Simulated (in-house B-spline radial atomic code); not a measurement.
## Sn⁵⁺: [Ar] 3d10 4s2 4p5 4d9 6f1 (an excited or competing configuration)

Computed with a B-spline radial code for spherical atoms: Dirac-Hartree-Fock, average of configuration, Fermi nucleus of rms radius 4.6519 fm.

Screening seen three ways: the hydrogenic charge with the same mean radius, Z_r = [3n² - l(l+1)]/(2<r>), the one with the same energy, Z_e = n√(-2ε), and Slater's rules. Values are occupation-weighted means over j. An effective charge above Z reflects the relativistic contraction of the inner shells.

| shell | electrons | ε (eV) | <r> (bohr) | Z_r | Z_e | Slater |
| --- | --- | --- | --- | --- | --- | --- |
| 1s | 2 | -29457 | 0.02905 | 51.64 | 46.53 | 49.70 |
| 2s | 2 | -4611.3 | 0.1249 | 48.03 | 36.82 | 45.85 |
| 2p | 6 | -4145.9 | 0.1095 | 45.68 | 34.91 | 45.85 |
| 3s | 2 | -997.25 | 0.3371 | 40.04 | 25.68 | 38.75 |
| 3p | 6 | -840.62 | 0.3361 | 37.19 | 23.58 | 38.75 |
| 3d | 10 | -598.36 | 0.3135 | 33.49 | 19.89 | 28.85 |
| 4s | 2 | -237.19 | 0.811 | 29.59 | 16.70 | 22.60 |
| 4p | 5 | -188.58 | 0.8665 | 26.54 | 14.89 | 22.60 |
| 4d | 9 | -111.67 | 1.005 | 20.89 | 11.46 | 12.20 |
| 6f | 1 | -15.882 | 6.598 | 7.27 | 6.48 | 6.00 |

The least bound orbital is 6f7/2 at -15.88 eV, and it is also the most diffuse (<r> = 6.601 bohr).

Spin-orbit splittings of the orbital energies (j = l + 1/2 above j = l - 1/2 when positive): 2p 231.7 eV, 3p 43.6 eV, 3d 8.868 eV, 4p 8.19 eV, 4d 1.265 eV, 6f 0.007362 eV.

For the 1s electron the small component carries 3.37 % of the norm, the zero-frequency Breit interaction raises the level by 67.68 eV, self-energy by 38.35 eV, and vacuum polarisation lowers it by 5.048 eV.
